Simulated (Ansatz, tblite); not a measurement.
Adding an electron: KNa₂⁺ (the lowest singlet isomer of a short search). Total charge 1; singlet. Geometry: PBE/def2-TZVP. Ansatz, gas phase; energy differences of separate SCF runs; the reduced species was run as a doublet alone.

```xyz
3

Na    1.845    0.432    0.763
Na   -0.984    1.778   -0.207
K    -0.861   -2.210   -0.557
```

The xTB rows come from tblite. HOMO above LUMO, or a gap near zero within one spin, warns that the state may not be the lowest or that an electron is smeared out. The structure comes from a short search, and lower isomers may exist.

```tsv
level	−HOMO (eV)	−LUMO (eV)	vertical EA (eV)	HOMO–LUMO gap (eV)
GFN1-xTB	12.51	9.75	8.43	2.76
r2SCAN/def2-TZVP	6.76	4.87	3.61	1.88
PBE0/def2-TZVP	7.37	4.66	3.62	2.71
```

(1) Estimate the rows for GFN2-xTB, PBE/def2-TZVP.

## Answers

(1) 
```
        level  −HOMO (eV)  −LUMO (eV)  vertical EA (eV)  HOMO–LUMO gap (eV)                                  remarks
     GFN2-xTB       10.65        8.95              6.28                1.70                                        –
PBE/def2-TZVP        6.92        5.22              3.70                1.70  gap within one spin near zero (doublet)
```

  Raw xTB energy differences between charge states are shifted by several eV; the methods need an empirical correction for them.
